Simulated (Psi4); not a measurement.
Cl$_{3}$In (SMILES [Cl][In]([Cl])[Cl]), singlet, geometry from GFN2-xTB (such geometries of metal compounds can be far from the true shape) (all electrons, no relativity). Base run: HF/STO-3G (Psi4).

Input for Psi4:
```
memory 2 GB

molecule {
0 1
In   -0.00000000   -0.00000000    0.00000000
Cl    2.24449596   -0.20389963   -0.44000345
Cl   -0.90325628   -1.01151285    1.85308124
Cl   -1.34123968    1.21541248   -1.41307779
}

set {
  basis sto-3g
  scf_type pk
}

energy('scf')
print_variables()
```

Variants of this job, named by their change:

```tsv
change	ΔE vs base (mEh)	point group used	SCF cycles
base	0.000	c2v	6
jitter_ang = 0.002	0.015	c1	6
molecule keys = no_reorient	0.000	c1	6
molecule keys = symmetry c1, no_reorient, no_com	0.000	c1	6
symmetry = cs	0.000	cs	6
symmetry = c2	0.000	c2	6
molecule keys = symmetry c1	0.000	c1	6
```
